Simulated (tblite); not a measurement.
Input of a run (GFN2-xTB geometry optimisation, gas phase (tblite 0.8.0)), started from a force field or distance geometry:
```
{"job": {"kind": "relax", "xc": "GFN2-xTB", "basis": "xTB"}, "charge": 0, "multiplicity": 1}
C      1.155400     0.650200    -2.854400
C      0.871800    -0.130700    -1.814400
C     -0.444800    -0.172800    -1.088500
Si    -0.419200     0.210400     0.716900
N      0.280500     1.687800     1.129900
P     -2.377100     0.136600     1.693800
N      0.700300    -0.829500     1.528600
C      0.457000    -2.091100     1.541800
H      2.128000     0.626200    -3.327900
H      0.405500     1.337000    -3.257000
H      1.651500    -0.808600    -1.442900
H     -0.880900    -1.173600    -1.237800
H     -1.156200     0.526200    -1.567800
H      0.565600     1.603800     2.095000
H      1.163100     1.745500     0.622900
H     -2.865800     1.361000     1.196200
H     -1.969600     0.687700     2.939200
H      1.150300    -2.781900     2.049400
H     -0.425400    -2.574700     1.069800
```

Output (eV, eV/Å):
```
step      E/eV     max force
  0    -658.21065    3.440
  1    -658.39422    3.155
  2    -658.49951    0.902
  3    -658.54622    0.543
  4    -658.60017    0.649
  5    -658.64583    0.608
  6    -658.67825    0.700
  7    -658.70942    0.636
  8    -658.73919    0.410
  9    -658.76312    0.467
 10    -658.77864    0.385
 11    -658.78911    0.214
 12    -658.79687    0.199
 13    -658.80360    0.221
 14    -658.80822    0.239
 15    -658.81171    0.164
 16    -658.81468    0.138
 17    -658.81759    0.143
 18    -658.82069    0.188
 19    -658.82362    0.148
 20    -658.82596    0.129
 21    -658.82788    0.116
 22    -658.82977    0.119
 23    -658.83203    0.153
 24    -658.83480    0.153
 25    -658.83757    0.142
 26    -658.83972    0.115
 27    -658.84107    0.092
 28    -658.84192    0.074
 29    -658.84252    0.051
 30    -658.84306    0.057
 31    -658.84353    0.054
 32    -658.84398    0.048
 33    -658.84435    0.043
 34    -658.84469    0.042
 35    -658.84510    0.061
 36    -658.84574    0.083
 37    -658.84662    0.089
 38    -658.84752    0.069
 39    -658.84824    0.059
 40    -658.84886    0.062
 41    -658.84957    0.075
 42    -658.85039    0.073
 43    -658.85121    0.065
 44    -658.85198    0.068
 45    -658.85283    0.083
 46    -658.85390    0.092
 47    -658.85508    0.097
 48    -658.85608    0.066
 49    -658.85688    0.072
 50    -658.85770    0.078
 51    -658.85868    0.090
 52    -658.85977    0.105
 53    -658.86073    0.086
 54    -658.86157    0.091
 55    -658.86251    0.091
 56    -658.86405    0.088
 57    -658.86491    0.071
 58    -658.86556    0.061
 59    -658.86597    0.068
 60    -658.86658    0.064
 61    -658.86748    0.076
 62    -658.86837    0.070
 63    -658.86900    0.064
 64    -658.86948    0.062
 65    -658.87006    0.070
 66    -658.87104    0.076
 67    -658.87271    0.096
 68    -658.87381    0.134
 69    -658.87452    0.115
 70    -658.87576    0.101
 71    -658.87734    0.108
 72    -658.87943    0.102
 73    -658.88030    0.097
 74    -658.88124    0.068
 75    -658.88217    0.082
 76    -658.88370    0.098
 77    -658.88576    0.073
 78    -658.88657    0.058
 79    -658.88708    0.089
 80    -658.88771    0.084
 81    -658.88859    0.061
 82    -658.88946    0.058
 83    -658.89026    0.069
 84    -658.89135    0.073
 85    -658.89272    0.089
 86    -658.89434    0.092
 87    -658.89417    0.212
 88    -658.89624    0.067
 89    -658.89674    0.058
 90    -658.89796    0.080
 91    -658.89853    0.054
 92    -658.89962    0.087
 93    -658.90020    0.094
 94    -658.90079    0.061
 95    -658.90135    0.061
 96    -658.90190    0.066
 97    -658.90241    0.080
 98    -658.90305    0.076
 99    -658.90389    0.147
100    -658.90507    0.085
101    -658.90661    0.095
102    -658.90822    0.094
103    -658.90915    0.068
104    -658.91044    0.063
105    -658.91142    0.070
106    -658.91227    0.067
107    -658.91281    0.056
108    -658.91325    0.045
109    -658.91369    0.046
110    -658.91413    0.056
111    -658.91443    0.029
112    -658.91458    0.024
113    -658.91466    0.024
114    -658.91479    0.032
115    -658.91495    0.042
116    -658.91512    0.036
117    -658.91527    0.031
118    -658.91540    0.027
119    -658.91551    0.024
120    -658.91563    0.028
121    -658.91576    0.033
122    -658.91590    0.035
123    -658.91608    0.037
124    -658.91629    0.039
125    -658.91648    0.029
126    -658.91659    0.017
127    -658.91664    0.017
128    -658.91667    0.018
129    -658.91671    0.013
130    -658.91674    0.011
131    -658.91678    0.011
132    -658.91681    0.009
```

Question: Summarise the run.

Answer: The energy falls by 0.706 eV over 132 L-BFGS steps, the largest force on an atom goes from 3.44 to 0.009 eV/Å, and the atoms move by 0.499 Å rms after alignment. The bond that changes most is Si4–P6 (four-coordinate silicon to three-coordinate phosphorus), which lengthens by 0.077 Å. Bonds longer at the end by more than 0.005 Å: 4 of 18; shorter: 13. Among the angles that change most is Si4–N5–H14, from 106.2° to 119.6°. Among the dihedrals that turn most is P6–Si4–N7–C8, from 63° to 6°. The energy rose by more than 1e-5 eV at step 87. The first step brought 26 % of the lowering.

Question: What are the final bond lengths?

Answer: C1=C2 1.321 Å, C2–C3 1.482 Å, C3–Si4 1.908 Å, Si4–N5 1.728 Å, Si4–P6 2.266 Å, Si4–N7 1.747 Å, N7=C8 1.249 Å, C1–H9 1.077 Å, C1–H10 1.078 Å, C2–H11 1.081 Å, C3–H12 1.089 Å, C3–H13 1.088 Å, N5–H14 1.007 Å, N5–H15 1.008 Å, P6–H16 1.379 Å, P6–H17 1.383 Å, C8–H18 1.086 Å, C8–H19 1.098 Å. Numbering counts from 1 in the input's order; the species is `C=CC[Si@@](N)(P)N=C`.

Time: 2.0 s of wall time. Hardware: an Arm Neoverse N1 with one thread, no GPU, shared host with 64 logical CPUs at a one-minute load of 62.

Its GFN2-xTB frequencies are all real (lowest 33 cm⁻¹). One conformer, not necessarily the lowest. 3 starts were optimised and ended at 0.00, 0.47 and 0.83 kcal/mol (GFN2-xTB); the lowest of these is shown.

All values are computed, not measured.
